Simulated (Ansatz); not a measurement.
Consider the formal loss of a carbene: `C[SiH2][Te]C` → `[CH2]` (triplet) + `C[SiH2][TeH]`.

Computed with Ansatz on PBE0-D4/def2-TZVP structures; ΔE is electronic, products minus reactants. CCSD(T)/CBS adds triple-zeta CCSD(T) − MP2 to the extrapolated MP2 energy (def2 sets, frozen cores). This one scheme is used for every species. Functionals use def2-TZVPP. B3LYP here is the variant with VWN-RPA as its local correlation; programs differ in this. Triplets are unrestricted, without spin–orbit coupling. Elements past krypton have def2 core potentials. For Te outer-core shells are correlated without core-valence functions, which leaves a few kJ/mol of doubt a bond. One conformer a species, not always the lowest.

```csv
species,B3LYP-D4 energy (Eh)
`C[SiH2][Te]C`,-638.74587
`[CH2]` (triplet),-39.17056
`C[SiH2][TeH]`,-599.41092
```

Q: Work out ΔE.

A: ΔE = (-39.17056) + (-599.41092) − (-638.74587) = 0.16439 Eh = +431.6 kJ/mol. CCSD(T)/CBS gives +441.9 kJ/mol.

Largest T1 diagnostic among the species: 0.011.

Leaving LDA and LC-ωPBE aside and taking each functional with its dispersion term where it has one, the values, not all of them listed here, spread over 36.7 kJ/mol, from r2SCAN0-D4 to ωB97X-V. LDA lies +64.2 kJ/mol from PBE without D4. The D4 term adds +12.4 kJ/mol with B3LYP and +6.8 kJ/mol with PBE0; it sums over pairs of atoms, weighted by their polarisabilities, and B3LYP, whose exchange is more repulsive, gets the larger term.
